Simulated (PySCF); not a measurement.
Do core-level shifts follow atomic charges?

Compound: C7H12O.
SMILES with atom numbers: `[CH2:1]=[CH:2][CH2:3]/[CH:4]=[CH:5]\[O:6][CH2:7][CH3:8]`

Geometry (PBE0-D3(BJ)/def2-SVP, Å), atoms numbered from 1 in this order:
```
atom  x, y, z in Å
C1    -3.9344    0.0586   -0.8298
C2    -2.6278   -0.1657   -0.6849
C3    -1.5768    0.8955   -0.5383
C4    -0.8668    0.8069    0.7801
C5     0.4311    0.5174    0.9242
O6     1.2524    0.3040   -0.1245
C7     2.5629   -0.1168    0.1800
C8     3.3422   -0.2288   -1.1058
H9    -4.3374    1.0765   -0.8649
H10   -4.6499   -0.7627   -0.9233
H11   -2.2625   -1.1998   -0.6461
H12   -0.8319    0.7941   -1.3444
H13   -2.0461    1.8882   -0.6523
H14   -1.4485    0.9664    1.6917
H15    0.8963    0.4557    1.9165
H16    2.5347   -1.0907    0.7050
H17    3.0424    0.6099    0.8638
H18    4.3720   -0.5572   -0.9036
H19    3.3794    0.7425   -1.6205
H20    2.8702   -0.9569   -1.7816
```

Binding energies: PySCF, delta-SCF UKS SCAN, pcX-2 on the ionised atom, pcseg-1 elsewhere, spin-free X2C. Charges: PBE0/pcSseg-1 ground-state density, for the ionised atom.

```json
{"atom": "C4", "environment": "alkene CH carbon", "C 1s (eV)": "289.62", "Mulliken (e)": "-0.255", "IAO (e)": "-0.215", "Hirshfeld (e)": "-0.084", "ESP (e)": "-0.437"}
{"atom": "C1", "environment": "terminal =CH2 carbon", "C 1s (eV)": "289.75", "Mulliken (e)": "-0.177", "IAO (e)": "-0.327", "Hirshfeld (e)": "-0.114", "ESP (e)": "-0.540"}
{"atom": "C2", "environment": "alkene CH carbon", "C 1s (eV)": "290.15", "Mulliken (e)": "-0.225", "IAO (e)": "-0.120", "Hirshfeld (e)": "-0.037", "ESP (e)": "-0.113"}
{"atom": "C3", "environment": "allylic carbon", "C 1s (eV)": "290.47", "Mulliken (e)": "-0.142", "IAO (e)": "-0.264", "Hirshfeld (e)": "-0.072", "ESP (e)": "+0.184"}
{"atom": "C8", "environment": "methyl carbon", "C 1s (eV)": "290.91", "Mulliken (e)": "-0.286", "IAO (e)": "-0.414", "Hirshfeld (e)": "-0.117", "ESP (e)": "-0.411"}
{"atom": "C5", "environment": "vinylic carbon bearing oxygen", "C 1s (eV)": "291.47", "Mulliken (e)": "+0.161", "IAO (e)": "+0.039", "Hirshfeld (e)": "+0.014", "ESP (e)": "-0.074"}
{"atom": "C7", "environment": "sp3 carbon bound to oxygen", "C 1s (eV)": "292.36", "Mulliken (e)": "-0.005", "IAO (e)": "-0.038", "Hirshfeld (e)": "+0.012", "ESP (e)": "+0.242"}
```

Task: Give the correlation coefficient and slope of binding energy on charge for each scheme.

Result: Hirshfeld: r = 0.72, slope 12.9 eV per e; ESP: r = 0.68, slope 2.2 eV per e; Mulliken: r = 0.67, slope 4.2 eV per e; IAO: r = 0.54, slope 3.3 eV per e. Hirshfeld charges have the highest r, on only 7 points.

Task: The point-charge model writes a binding energy as kq + V + constant, with V the potential of the other atoms' charges at the site. What does it give with the Mulliken charges?

Result: V = Σ 14.40 eV Å × q/r over all other atoms: +1.70 eV at C4, +1.28 eV at C1, +0.56 eV at C2, +0.20 eV at C3, +4.06 eV at C8, -4.28 eV at C5, -1.18 eV at C7. Fitting binding energy − V to q gives k = 19.7 eV per e and leaves an rms residual of 0.65 eV, against 0.67 eV for the fit on q alone. The model has no term for differences in relaxation between sites.

Geometry: PBE0-D3(BJ)/def2-SVP, one conformer, isolated molecule.
